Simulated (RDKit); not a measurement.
Input for RDKit: UFF on C2H7ClO (a complex), monomers drawn apart or pushed together.

```python
from rdkit import Chem
from rdkit.Chem import AllChem, rdDetermineBonds

blocks = [
'''2

Cl    0.79746474    0.13762969   -0.34274770
H     0.13752895   -0.23834519    0.73026546
''',
'''9

C     0.76879594    1.00117848    3.37081454
C     0.45119846   -0.46276115    3.13711881
O    -0.53500044   -0.65650960    2.10840658
H     1.54254259    1.10238239    4.13460123
H    -0.11384303    1.54409866    3.71984415
H     1.12473327    1.47078518    2.45337604
H     1.33088215   -1.00038090    2.78435953
H     0.10984329   -0.94554668    4.05769447
H    -1.32500251   -0.14907445    2.32877077
''',
]
mol = None
for b in blocks:
    f = Chem.MolFromXYZBlock(b)
    rdDetermineBonds.DetermineBonds(f, charge=0)
    mol = f if mol is None else Chem.CombineMols(mol, f)
Chem.SanitizeMol(mol)
print(Chem.MolToSmiles(Chem.RemoveHs(mol)))
ff = AllChem.UFFGetMoleculeForceField(mol, vdwThresh=100.0, ignoreInterfragInteractions=False)
e = ff.CalcEnergy()
print(f'UFF energy {e:.6f} kcal/mol')
```

Output:

```
CCO.Cl
UFF energy 212.290213 kcal/mol
```

The run finished.

Cost: around 0.03 core-seconds (rough).
